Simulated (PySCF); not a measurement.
PySCF 2.14 output of an unrestricted B2PLYP calculation on a single atom or ion in x2c-TZVPPall, with scalar relativity by spin-free X2C-1e:

```
SCF conv_tol = 1e-09
number electrons alpha = 15  beta = 13
    A. D. Becke.,  Phys. Rev. A 38, 3098 (1988)
    C. Lee, W. Yang, and R. G. Parr.,  Phys. Rev. B 37, 785 (1988)
    B. Miehlich, A. Savin, H. Stoll, and H. Preuss.,  Chem. Phys. Lett. 157, 200 (1989)
cycle= 1 E= -1520.12743689171  delta_E= -0.00685  |g|= 0.128  |ddm|= 0.155
cycle= 2 E= -1520.12093728182  delta_E= 0.0065  |g|= 0.245  |ddm|= 0.144
cycle= 3 E= -1520.13036535177  delta_E= -0.00943  |g|= 0.00358  |ddm|= 0.0612
cycle= 4 E= -1520.13038349002  delta_E= -1.81e-05  |g|= 0.00337  |ddm|= 0.0137
cycle= 5 E= -1520.13039092701  delta_E= -7.44e-06  |g|= 0.000725  |ddm|= 0.00721
cycle= 6 E= -1520.13039559624  delta_E= -4.67e-06  |g|= 0.000621  |ddm|= 0.00408
cycle= 7 E= -1520.13040644219  delta_E= -1.08e-05  |g|= 0.000355  |ddm|= 0.0137
cycle= 8 E= -1520.1304093079  delta_E= -2.87e-06  |g|= 0.000186  |ddm|= 0.00848
cycle= 9 E= -1520.13040963279  delta_E= -3.25e-07  |g|= 2.07e-05  |ddm|= 0.00361
cycle= 10 E= -1520.13040963499  delta_E= -2.19e-09  |g|= 1.27e-05  |ddm|= 0.000309
cycle= 11 E= -1520.13040963503  delta_E= -4.34e-11  |g|= 8.36e-07  |ddm|= 1.1e-05
converged SCF energy = -1520.13040963503  <S^2> = 2.0005141  2S+1 = 3.0003427
```

The run itself started from symmetry-adapted Hartree-Fock orbitals and held the occupation by maximum overlap, on a logarithmic radial grid, so the iterations belong to that start.

Question: Which element, charge and spin multiplicity is this?

Answer: Ni (nickel, neutral), multiplicity 3; the state was [Ar] 3d9 4s1, high-spin 3D determinant (an excited configuration). The SCF energy lacks the PT2 part of the double hybrid.
